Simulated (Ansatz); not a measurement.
```xyz
14

C    -0.4593    1.6285   -0.6100
N    -0.4339    0.2531   -0.1797
C    -1.7383   -0.3489   -0.2964
Y     1.3164   -0.7665    0.5416
O     3.0224    0.3393    0.5994
O     1.0491   -2.7096    1.0794
H    -1.1569    2.2391   -0.0128
H    -0.7748    1.7303   -1.6618
H     0.5321    2.0860   -0.5213
H    -1.7192   -1.3943    0.0305
H    -2.1117   -0.3366   -1.3340
H    -2.4939    0.1722    0.3149
H     3.8892    0.7242    0.6834
H     1.0790   -3.6168    1.3668
```

Total charge 0; spin multiplicity 1. Y takes the def2 core potential.

Task: List the r2SCAN/def2-TZVPP orbital energies in eV (the Gaussian-basis code of Ansatz). (An estimate is asked.)

Result: The calculation gave: Occupied: -514.42, -514.42, -383.99, -273.11, -273.11, -48.59, -27.97, -27.51, -27.48, -24.04, -23.48, -22.35, -17.77, -14.94, -11.57, -11.02, -10.87, -10.86, -10.56, -9.23, -8.64, -7.34, -7.21, -6.96, -6.93, -6.44, -4.61. Lowest empty: -1.58, 0.36, 0.50, 0.57, 0.61, 0.71, 0.86, 1.24.
